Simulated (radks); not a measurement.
All-electron atom: As3+ in [Ar] 3d10 4s2.

All-electron calculation, scalar-relativistic Kohn-Sham, r2SCAN, spin-polarised, spherical densities, finite nucleus; meta-GGA in the generalised Kohn-Sham scheme; Fermi nuclear charge, rms radius 4.0968 fm. Program: a radial shooting solver on a logarithmic mesh with Libxc functionals.

Energy parts (eV):
| part | energy |
|---|---|
| total | -61474.546 |
| kinetic | 62662.435 |
| electron-nucleus | -147149.572 |
| Hartree | 25272.514 |
| exchange-correlation | -2259.923 |

Orbitals (lengths in bohr, moments of r in powers of bohr):
| orbital | occ. | eigenvalue (eV) | <r> |
|---|---|---|---|
| 1s | 2 | -11786.92 | 0.04550 |
| 2s | 2 | -1534.285 | 0.2025 |
| 2p | 6 | -1347.612 | 0.1772 |
| 3s | 2 | -230.2852 | 0.5970 |
| 3p | 6 | -171.7776 | 0.6160 |
| 3d | 10 | -75.9214 | 0.6711 |
| 4s | 2 | -44.7303 | 1.745 |

The highest occupied level is 4s at -44.730 eV. The density falls to 0.001 e/bohr^3 at r = 3.14 bohr. Summed over all electrons, <r^2> = 16.36 bohr^2, which gives a Langevin (diamagnetic) susceptibility term of -13 x 10^-6 cm^3/mol.
